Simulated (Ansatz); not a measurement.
Z-matrix (Å, degrees):
```
Al
O 1 1.845
O 1 1.845 2 81.4
Al 1 2.799 2 40.7 3 0.0
H 1 1.588 2 108.6 3 -113.7
H 1 1.588 2 115.1 3 106.5
C 2 1.417 1 127.6 3 153.9
C 3 1.417 1 127.7 2 153.9
H 4 1.588 1 119.3 2 95.4
H 4 1.588 1 119.4 2 -84.7
H 7 1.093 2 110.0 1 -15.9
H 7 1.092 2 109.9 1 104.5
H 7 1.093 2 110.0 1 -135.2
H 8 1.092 3 109.9 1 106.1
H 8 1.093 3 110.0 1 -14.3
H 8 1.093 3 110.0 1 -133.6
```

The species carries charge 0 and has multiplicity 1.

Q: List the r2SCAN/def2-TZVPP orbital energies in eV (the Gaussian-basis code of Ansatz). (Best estimate.)

A: Ansatz gave: Occupied: -1516.72, -1516.72, -516.73, -516.73, -274.94, -274.93, -110.19, -110.19, -70.47, -70.47, -70.40, -70.39, -70.30, -70.30, -27.64, -27.10, -18.72, -18.05, -13.73, -13.13, -12.61, -12.20, -11.97, -11.89, -9.91, -8.96, -8.94, -8.68, -7.97, -7.95, -7.04, -6.68. Lowest empty: -0.79, 0.37, 0.44, 1.27, 1.52, 1.54, 1.89, 2.45.
